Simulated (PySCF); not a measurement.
Species: C6H6N (doublet state).
Numbering: `[CH:1]#[C:2][C@H:3]1[CH:4]=[CH:5][CH:6][NH:7]1` (hydrogens: H8 on C1; H9 on C3; H10 on C4; H11 on C5; H12 on C6; H13 on N7)

Method: UKS B3LYP, pcH-1 on C H N, non-relativistic, mean-field spin-orbit, GIAO (PySCF). Geometry: GFN2-xTB; no solvent, vibrations or thermal averaging. The geometry wasn't refined by DFT: couplings that depend on bond lengths, twists or pyramidal angles can differ widely from those at the functional's own minimum. The SCF solution wasn't tested for stability.

Q: Match the computed a_iso(13C) values +97.5, +51.0, +39.4, -37.5, -24.3, +5.5 MHz with the sites C1; C2; C3; C4; C5; C6.

A: 
```
site  a_iso (MHz)  ρ(0) (bohr⁻³)                 position  distance from C4 (Å)  spin population  largest |T| (MHz)
  C1         +5.5        +0.0049          3 bonds from C4                  3.50            -0.01                2.0
  C2        +97.5        +0.0867          2 bonds from C4                  2.46            +0.04                5.4
  C3        -24.3        -0.0216           1 bond from C4                  1.50            -0.05                1.2
  C4        +51.0        +0.0454  largest spin population                  0.00            +0.56               90.1
  C5        -37.5        -0.0333           1 bond from C4                  1.37            -0.18               19.8
  C6        +39.4        +0.0350         a main spin site                  2.25            +0.50               83.7
```

ρ(0) is the spin density at the nucleus and T the dipolar tensor. The largest Mulliken spin populations are on C4 (+0.56), C6 (+0.50), C5 (-0.18) and N7 (+0.14). The positive populations add up to 1.29 and the negative ones to -0.29, together 2S = 1. The angles at C4 add up to 360.0°, so it is planar. Main spin sites, with 60 % or more of the largest population: C4, C6; positions count bonds from the nearest.

The spin density at the nucleus, in bohr⁻³, is negative for C5 (-0.0333), C3 (-0.0216) and H10 (-0.0085), for instance. A restricted open-shell determinant has no negative spin density anywhere; here it arises because α and β orbitals differ (spin polarisation).

C6, the radical centre as drawn in `C#C[C@H]1C=C[CH]N1`, holds a spin population of +0.50 out of 1.

On one thread, Arm Neoverse V1 (aarch64), shared host with 32 logical CPUs at a one-minute load of 38, this took 48 s wall (grids of density and orbitals included) and 0.86 GiB of memory at its peak.
